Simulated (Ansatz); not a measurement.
`BC(=C)S[SiH2]F` → B• + 2 C• + F• + 6 H• + S• + Si•  (atomization)

Gas-phase electronic energies from Ansatz, PBE0-D4/def2-TZVP geometries. CCSD(T)/CBS adds triple-zeta CCSD(T) − MP2 to the extrapolated MP2 energy (def2 sets, frozen cores). This one scheme is used for every species, atoms too. DFT in def2-TZVPP. B3LYP here is the variant with VWN-RPA as its local correlation; programs differ in this. No spin–orbit coupling; open shells (•) take unrestricted orbitals. Spin–orbit coupling would lower the free atoms: a little for B, C, F, S, Si. Each species was taken in one conformer, which may not be the lowest.

CCSD(T)/CBS gives +46.87 eV.

Task: Another level gave +47.12 eV. Which?
A. r2SCAN/def2-TZVPP
B. PBE0/def2-TZVPP
C. B3LYP/def2-TZVPP
D. B3LYP-D4/def2-TZVPP

Result: A. r2SCAN 47.12, B3LYP-D4 46.93, PBE0 46.76, B3LYP 46.41 eV.

Largest T1 diagnostic among the species: 0.014.

From PBE to PBE0 (25 % exact exchange), in def2-TZVPP and without D4, ΔE moves by −0.68 eV: exact exchange takes away binding that semilocal exchange gives to molecules. The D4 term adds +0.53 eV with B3LYP and +0.28 eV with PBE0; it sums over pairs of atoms, weighted by their polarisabilities, and B3LYP, whose exchange is more repulsive, gets the larger term.

For atomizations the MP2-based limit and the directly extrapolated one differ by several kJ/mol either way, and by 10 to 25 for some Ge, Se and Sn compounds, so smaller differences from it don't rank the levels.
